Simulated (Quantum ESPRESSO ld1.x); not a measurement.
Species: Ca VII. Configuration: [Ne] 3s2 3p2.

Calculated with ld1.x of Quantum ESPRESSO 7.5: scalar-relativistic Kohn-Sham, relativistic LDA (MacDonald-Vosko exchange, VWN5 correlation), spin-unpolarised, spherical densities, point nucleus.

Energy parts (eV):
| part | energy |
|---|---|
| total | -18125.91 |
| kinetic | 18221.70 |
| electron-nucleus | -41619.25 |
| Hartree | 6109.95 |
| exchange-correlation | -838.31 |

Orbitals (lengths in bohr, moments of r in powers of bohr; r(max) is where P^2 peaks; r(90%) holds 90 % of the orbital's charge):
orbital,occ.,eigenvalue (eV),r(max),r(90%),<r>
1s,2,-4042.654,0.050,0.138,0.07710
2s,2,-519.259,0.300,0.566,0.3640
2p,6,-441.886,0.246,0.538,0.3261
3s,2,-136.471,0.942,1.54,1.046
3p,2,-115.915,0.965,1.62,1.082
3d,0,-85.340,0.912,1.74,1.115
4s,0,-57.501,2.15,3.16,2.222
4p,0,-50.593,2.29,3.38,2.360

The highest occupied level is 3p at -115.91 eV. Summed over all electrons, <r^2> = 6.317 bohr^2, which gives a Langevin (diamagnetic) susceptibility term of -5 x 10^-6 cm^3/mol. For comparison, the ionisation energy in NIST's Atomic Spectra Database is 127.2 eV (semi-empirical). In exact Kohn-Sham theory the highest level is minus the ionisation energy, but local and semilocal functionals leave it too shallow, through self-interaction and a potential that decays too fast; potentials with the right tail come closer.

Beside tabulated values, note that spin-unpolarised runs miss the spin-polarisation part of the exchange energy of open shells.
